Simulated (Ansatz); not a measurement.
A made-up structure of CHBSe, singlet:

B1  (-0.380, 1.690, 1.857)
C2  (-0.421, -0.501, -0.926)
Se3  (-0.244, -0.013, 0.743)
H4  (0.588, -0.625, -1.224)
(Å)

It is relaxed with PBE-D4/def2-SVP and then PBE0-D4/def2-TZVP (Ansatz 0.2.0). Atoms count as bonded within 1.22 times the sum of their covalent radii (H–H: 0.88 Å). The end point is not checked to be a true minimum.

(1) Does its bonding change? (A judgement: the text doesn't fix the answer.)

Answers

(1) Computed: Yes. Formed: B1–C2; broken: none.

Where it ends: The first stage lowers the energy by 2.93 eV in 19 steps. It ends as CHBSe ([B]1[CH][Se]1):
| atom | x (Å) | y (Å) | z (Å) |
| --- | --- | --- | --- |
| B1 | -0.6743 | 1.3060 | 0.6079 |
| C2 | -0.1533 | 0.1178 | -0.2414 |
| Se3 | 0.4121 | -0.5294 | 1.2997 |
| H4 | -0.0412 | -0.3448 | -1.2165 |

Labels in which every atom is bracketed show which atoms are joined, not bond orders.

For scale, one of the runs: PBE0-D4/def2-TZVP relaxation, 116 basis functions, launched by `ansatz run in.yaml --threads 2 --pin off --events-out ev --progress --plain --max-ram 4352MiB`. The run took about 29 s on 2 CPU threads of an Arm Neoverse V1 (shared host).
